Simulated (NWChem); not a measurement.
System: CH₄ClIn; SMILES [CH3][InH][Cl]

The following NWChem deck was run.

```
start job
memory heap 200 mb stack 900 mb global 1100 mb
geometry units angstroms noautoz
  In    -0.346518     0.373066     0.000312
  H     -2.062252     0.476467    -0.001514
  Cl     0.387423    -1.887141    -0.000520
  C      1.278887     1.774413     0.001212
  H      1.190968     2.452721     0.862375
  H      1.252134     2.374875    -0.920033
  H      2.230803     1.230041     0.055688
end
basis spherical
  * library def2-svp
end
ecp
  In library def2-ecp
end
dft
  xc scan
  grid fine
  iterations 150
  mulliken
end
task dft gradient
```

Parts of the log:

```
             Northwest Computational Chemistry Package (NWChem) 7.3.0
             --------------------------------------------------------

 C1  symmetry detected

                             Geometry "geometry" -> ""
                             -------------------------

 Output coordinates in angstroms (scale by  1.889725989 to convert to a.u.)

  No.       Tag          Charge          X              Y              Z
 ---- ---------------- ---------- -------------- -------------- --------------
    1 In                  49.0000    -0.33268973     0.34115311     0.00008919
    2 H                    1.0000    -2.04341844     0.50801430    -0.00160195
    3 Cl                  17.0000     0.31705489    -1.94468102     0.00002923
    4 C                    6.0000     1.34349097     1.68135230     0.00030004
    5 H                    1.0000     1.28084826     2.36276961     0.86121789
    6 H                    1.0000     1.33888485     2.28205184    -0.92116701
    7 H                    1.0000     2.27460291     1.10212542     0.05488357

 Effective nuclear repulsion energy (a.u.)     335.9571399942

                                 NWChem DFT Module
                                 -----------------

 Summary of "ao basis" -> "ao basis" (spherical)
 ------------------------------------------------------------------------------
       Tag                 Description            Shells   Functions and Types
 ---------------- ------------------------------  ------  ---------------------
 In                         def2-svp                10       26   4s4p2d
 H                          def2-svp                 3        5   2s1p
 Cl                         def2-svp                 8       18   4s3p1d
 C                          def2-svp                 6       14   3s2p1d

            General Information
            -------------------
          SCF calculation type: DFT
          Wavefunction type:  closed shell.
          No. of atoms     :     7
          No. of electrons :    48
           Alpha electrons :    24
            Beta electrons :    24
          Charge           :     0
          Spin multiplicity:     1
          Use of symmetry is: off; symmetry adaption is: off
          Maximum number of iterations: 150
          AO basis - number of functions:    78
                     number of shells:    36
          Convergence on energy requested:  1.00D-06
          Convergence on density requested:  1.00D-05
          Convergence on gradient requested:  5.00D-04

              XC Information
              --------------
                         SCAN Method XC Functional
                  SCAN metaGGA Exchange Functional  1.000
                        SCAN Correlation Potential  1.000

             Grid Information
             ----------------
          Grid used for XC integration:  fine
          Radial quadrature: Mura-Knowles
          Angular quadrature: Lebedev.
          Tag              B.-S. Rad. Rad. Pts. Rad. Cut. Ang. Pts.
          ---              ---------- --------- --------- ---------
          In                  1.55      141          10.0       974
          H                   0.35       60          11.0       590
          Cl                  1.00      123          12.0       770
          C                   0.70       70          10.0       590
          Grid pruning is: on
          Number of quadrature shells:   574
          Spatial weights used:  Erf1

      Superposition of Atomic Density Guess
      -------------------------------------

 Sum of atomic energies:        -716.99574766

      Non-variational initial energy
      ------------------------------

 Total energy =    -688.884377
 1-e energy   =   -1347.829000
 2-e energy   =     495.361589
 HOMO         =      -0.320355
 LUMO         =       0.005638

     ---------------------------------------------
      Total Density - Mulliken Population Analysis
     ---------------------------------------------

    Atom       Charge   Shell Charges
 -----------   ------   -------------------------------------------------------
    1 In  21    19.94   2.60 -0.60  0.77  0.35  3.23  2.76  0.59  0.18  9.69  0.37
    2 H    1     1.14   0.64  0.49  0.01
    3 Cl  17    17.63   2.00  1.99  1.24  0.73  5.94  2.21  3.51  0.01
    4 C    6     6.67   1.99  0.96  0.31  2.09  1.31  0.01
    5 H    1     0.87   0.66  0.19  0.03
    6 H    1     0.87   0.66  0.19  0.03
    7 H    1     0.88   0.66  0.19  0.03

   convergence    iter        energy       DeltaE   RMS-Dens  Diis-err
 ---------------- ----- ----------------- --------- --------- ---------
 d= 0,ls=0.0,diis     1   -690.7175975385 -8.54D+02  1.89D-02  3.02D-01
 d= 0,ls=0.0,diis     2   -690.6743806468  4.32D-02  1.12D-02  5.22D-01
 d= 0,ls=0.0,diis     3   -690.7631753261 -8.88D-02  2.08D-03  2.39D-02
 d= 0,ls=0.0,diis     4   -690.7665706981 -3.40D-03  6.76D-04  2.12D-03
 d= 0,ls=0.0,diis     5   -690.7667934311 -2.23D-04  2.75D-04  5.65D-04
  Resetting Diis
 d= 0,ls=0.0,diis     6   -690.7668829735 -8.95D-05  3.38D-05  9.29D-06
 d= 0,ls=0.0,diis     7   -690.7668843014 -1.33D-06  2.08D-05  5.40D-07
 d= 0,ls=0.0,diis     8   -690.7668842648  3.67D-08  1.24D-05  7.53D-07
 d= 0,ls=0.0,diis     9   -690.7668843912 -1.26D-07  1.96D-06  1.91D-08

         Total DFT energy =     -690.766884391248
      One electron energy =    -1350.268157797375
           Coulomb energy =      547.864296231804
    Exchange-Corr. energy =      -51.946056208140
 Nuclear repulsion energy =      163.583033382464

 Numeric. integr. density =       47.999999550308

                       DFT Final Molecular Orbital Analysis
                       ------------------------------------

 Vector   22  Occ=2.000000D+00  E=-2.830040D-01
              MO Center=  5.4D-01, -2.3D-01,  2.3D-04, r^2= 4.3D+00
   Bfn.  Coefficient  Atom+Function         Bfn.  Coefficient  Atom+Function
  ----- ------------  ---------------      ----- ------------  ---------------
    42      0.341611  3 Cl px                39      0.257263  3 Cl px
    12      0.253212  1 In py                43     -0.244021  3 Cl py
    53     -0.242023  4 C  px                54     -0.206957  4 C  py
    40     -0.192984  3 Cl py                11      0.158346  1 In px
    36      0.151156  3 Cl px                56     -0.142578  4 C  px

 Vector   23  Occ=2.000000D+00  E=-2.667181D-01
              MO Center=  2.8D-01, -1.8D+00, -1.1D-04, r^2= 1.4D+00
   Bfn.  Coefficient  Atom+Function         Bfn.  Coefficient  Atom+Function
  ----- ------------  ---------------      ----- ------------  ---------------
    44      0.630252  3 Cl pz                41      0.453743  3 Cl pz
    38      0.267170  3 Cl pz                13      0.110150  1 In pz
    16      0.083893  1 In pz                18      0.073432  1 In d -1
    23     -0.038499  1 In d -1              10     -0.033005  1 In pz
     7     -0.030708  1 In pz                70      0.028584  6 H  s

 Vector   24  Occ=2.000000D+00  E=-2.479617D-01
              MO Center=  2.0D-01, -9.9D-01,  1.4D-04, r^2= 3.9D+00
   Bfn.  Coefficient  Atom+Function         Bfn.  Coefficient  Atom+Function
  ----- ------------  ---------------      ----- ------------  ---------------
    42      0.521071  3 Cl px                39      0.374163  3 Cl px
    36      0.219275  3 Cl px                28      0.191918  2 H  s
    43      0.177192  3 Cl py                53      0.170812  4 C  px
    27      0.169658  2 H  s                 54      0.143678  4 C  py
    11     -0.134065  1 In px                40      0.129955  3 Cl py

 Vector   25  Occ=0.000000D+00  E=-7.485463D-02
              MO Center= -3.4D-01,  2.8D-01,  3.4D-03, r^2= 4.1D+00
   Bfn.  Coefficient  Atom+Function         Bfn.  Coefficient  Atom+Function
  ----- ------------  ---------------      ----- ------------  ---------------
    13      0.650874  1 In pz                16      0.504801  1 In pz
    44     -0.235757  3 Cl pz                10     -0.165392  1 In pz
     7     -0.152248  1 In pz                41     -0.136495  3 Cl pz
    70      0.131931  6 H  s                 65     -0.123203  5 H  s
    69      0.090054  6 H  s                 64     -0.084367  5 H  s

 Vector   26  Occ=0.000000D+00  E=-3.839366D-02
              MO Center= -2.0D-01,  3.2D-01, -4.5D-03, r^2= 4.6D+00
   Bfn.  Coefficient  Atom+Function         Bfn.  Coefficient  Atom+Function
  ----- ------------  ---------------      ----- ------------  ---------------
     4      0.858429  1 In s                  3      0.629244  1 In s
    52     -0.563082  4 C  s                 28     -0.534031  2 H  s
    43     -0.353027  3 Cl py                 1     -0.329066  1 In s
    56      0.284713  4 C  px                27     -0.257509  2 H  s
    35     -0.242102  3 Cl s                 53      0.210394  4 C  px

 Vector   27  Occ=0.000000D+00  E= 1.470925D-02
              MO Center= -5.1D-01,  8.3D-01, -2.1D-03, r^2= 5.7D+00
   Bfn.  Coefficient  Atom+Function         Bfn.  Coefficient  Atom+Function
  ----- ------------  ---------------      ----- ------------  ---------------
    15      0.936275  1 In py                52     -0.612261  4 C  s
    12      0.443736  1 In py                 4      0.386841  1 In s
    35      0.380140  3 Cl s                 75      0.294717  7 H  s
    28     -0.274204  2 H  s                 43      0.242046  3 Cl py
     3     -0.161042  1 In s                 51     -0.133124  4 C  s

     ---------------------------------------------
      Total Density - Mulliken Population Analysis
     ---------------------------------------------

    Atom       Charge   Shell Charges
 -----------   ------   -------------------------------------------------------
    1 In  21    20.51   2.60 -0.60  1.00  0.19  3.23  2.79  0.98  0.21  9.61  0.50
    2 H    1     1.09   0.66  0.42  0.01
    3 Cl  17    17.34   2.00  1.99  1.23  0.74  5.93  2.12  3.32  0.01
    4 C    6     6.29   1.99  0.89  0.27  2.05  1.08  0.02
    5 H    1     0.93   0.73  0.17  0.03
    6 H    1     0.93   0.73  0.17  0.03
    7 H    1     0.92   0.72  0.16  0.03

     -------------------------------------------
      Total Density - Lowdin Population Analysis
     -------------------------------------------

    Atom       Charge   Shell Charges
 -----------   ------   -------------------------------------------------------
    1 In  21    20.68   1.39  0.54  0.71  0.40  3.03  2.85  1.03  0.46  9.35  0.92
    2 H    1     1.10   0.58  0.49  0.03
    3 Cl  17    17.11   2.00  1.96  1.04  0.81  5.82  2.24  3.23  0.01
    4 C    6     6.25   1.97  0.59  0.35  1.83  1.47  0.04
    5 H    1     0.95   0.62  0.26  0.07
    6 H    1     0.95   0.62  0.26  0.07
    7 H    1     0.95   0.62  0.26  0.07

     Multipole analysis of the density
     ---------------------------------

     L   x y z        total         alpha         beta         nuclear
     -   - - -        -----         -----         ----         -------
     0   0 0 0      0.000000    -24.000000    -24.000000     48.000000

     1   1 0 0     -0.044938     -8.824163     -8.824163     17.603388
     1   0 1 0      1.312910      9.682058      9.682058    -18.051205
     1   0 0 1     -0.001420      0.001650      0.001650     -0.004719

     2   2 0 0    -33.206067    -65.965153    -65.965153     98.724238
     2   1 1 0      0.743176    -14.338865    -14.338865     29.420907
     2   1 0 1     -0.006954     -0.003152     -0.003152     -0.000651
     2   0 2 0    -35.385615   -189.031224   -189.031224    342.676833
     2   0 1 1     -0.007036      0.005262      0.005262     -0.017560
     2   0 0 2    -29.929786    -17.809711    -17.809711      5.689635

            General Information
            -------------------
          SCF calculation type: DFT
          Wavefunction type:  closed shell.
          No. of atoms     :     7
          No. of electrons :    48
           Alpha electrons :    24
            Beta electrons :    24
          Charge           :     0
          Spin multiplicity:     1
          Use of symmetry is: off; symmetry adaption is: off
          Maximum number of iterations: 150
          AO basis - number of functions:    78
                     number of shells:    36
          Convergence on energy requested:  1.00D-06
          Convergence on density requested:  1.00D-05
          Convergence on gradient requested:  5.00D-04

              XC Information
              --------------
                         SCAN Method XC Functional
                  SCAN metaGGA Exchange Functional  1.000
                        SCAN Correlation Potential  1.000

             Grid Information
             ----------------
          Grid used for XC integration:  fine
          Radial quadrature: Mura-Knowles
          Angular quadrature: Lebedev.
          Tag              B.-S. Rad. Rad. Pts. Rad. Cut. Ang. Pts.
          ---              ---------- --------- --------- ---------
          In                  1.55      141          10.0       974
          H                   0.35       60          11.0       590
          Cl                  1.00      123          12.0       770
          C                   0.70       70          10.0       590
          Grid pruning is: on
          Number of quadrature shells:   574
          Spatial weights used:  Erf1

          Convergence Information
          -----------------------
          Convergence aids based upon iterative change in
          total energy or number of iterations.
          Levelshifting, if invoked, occurs when the
          HOMO/LUMO gap drops below (HL_TOL):  1.00D-02
          DIIS, if invoked, will attempt to extrapolate
          using up to (NFOCK): 10 stored Fock matrices.

                    Damping( 0%)  Levelshifting(0.5)       DIIS
                  --------------- ------------------- ---------------
          dE  on:    start            ASAP                start
          dE off:    2 iters        150 iters           150 iters

                            NWChem DFT Gradient Module
                            --------------------------

  charge          =   0.00
  wavefunction    = closed shell

                         DFT ENERGY GRADIENTS

    atom               coordinates                        gradient
                 x          y          z           x          y          z
   1 In     -0.628692   0.644686   0.000169    0.002154  -0.000690   0.000006
   2 H      -3.861501   0.960008  -0.003027   -0.001363   0.000592  -0.000001
   3 Cl      0.599147  -3.674914   0.000055   -0.000132  -0.000226   0.000001
   4 C       2.538830   3.177295   0.000567   -0.001279   0.000029   0.000012
   5 H       2.420452   4.464987   1.627466    0.000362  -0.000047  -0.000221
   6 H       2.530125   4.312453  -1.740753    0.000336  -0.000028   0.000226
   7 H       4.298376   2.082715   0.103715   -0.000079   0.000370  -0.000023
```

Level: SCAN/def2-SVP with def2 effective core potentials on In. The geometry was optimised at PBE0/def2-SVP. def2 effective core potentials on In; no spin-orbit coupling.
